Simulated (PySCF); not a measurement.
B(CCH)(Cl)(OMe) (C3H4BClO), SMILES C#CB(Cl)OC. Atoms are numbered in the order given.

```xyz
10

B     -0.1325    -0.1690     0.0000
C     -0.4114    -1.6718     0.0000
C     -0.6083    -2.8717     0.0000
H     -0.7851    -3.9325     0.0000
Cl     1.5569     0.3821     0.0000
O     -1.1535     0.6932     0.0000
C     -1.0758     2.0977     0.0000
H     -1.5922     2.4802    -0.8927
H     -1.5922     2.4802     0.8927
H     -0.0344     2.4513     0.0000
```

Geometry: PBE0-D3(BJ)/def2-SVP. This is a generated structure with no PubChem entry under its InChIKey; it may be hypothetical. One conformer was computed; it need not be the lowest.

Two levels are set side by side: PBE/pcSseg-1 (PySCF) and PBE0/pcSseg-1 (PySCF). GIAO shifts against BF3 (¹¹B), H2O (¹⁷O), HCl (³⁵Cl), TMS (¹H), TMS (¹³C) at the same level; non-relativistic, no solvent, atoms listed together averaged. Without spin–orbit terms, shifts of atoms bonded to Cl or Br come out too high at both levels. Differences are taken from unrounded values.

| quantity | PBE0 |
|---|---|
| δ(¹¹B) of B1 (ppm) | 14.2 |
| δ(¹³C) of C2 (ppm) | 89.5 |
| δ(¹³C) of C3 (ppm) | 102.5 |
| δ(¹H) of H4 (ppm) | 3.00 |
| δ(³⁵Cl) of Cl5 (ppm) | 148.9 |
| δ(¹⁷O) of O6 (ppm) | 169.0 |
| δ(¹³C) of C7 (ppm) | 56.8 |

**Question.** What does PBE give, and how far is it from PBE0? (The exact figures need the calculation; the answer reports its results.)

**Answer.** 
```json
[
 {"quantity": "δ(¹¹B) of B1 (ppm)", "PBE": "12.4", "PBE minus PBE0": "-1.8"},
 {"quantity": "δ(¹³C) of C2 (ppm)", "PBE": "89.9", "PBE minus PBE0": "0.4"},
 {"quantity": "δ(¹³C) of C3 (ppm)", "PBE": "98.5", "PBE minus PBE0": "-4.1"},
 {"quantity": "δ(¹H) of H4 (ppm)", "PBE": "2.84", "PBE minus PBE0": "-0.16"},
 {"quantity": "δ(³⁵Cl) of Cl5 (ppm)", "PBE": "172.1", "PBE minus PBE0": "23.2"},
 {"quantity": "δ(¹⁷O) of O6 (ppm)", "PBE": "188.2", "PBE minus PBE0": "19.1"},
 {"quantity": "δ(¹³C) of C7 (ppm)", "PBE": "58.3", "PBE minus PBE0": "1.4"}
]
```

Rough cost on one machine, each run with all the roots and properties that it gave: PBE0 against PBE within a factor of 2.
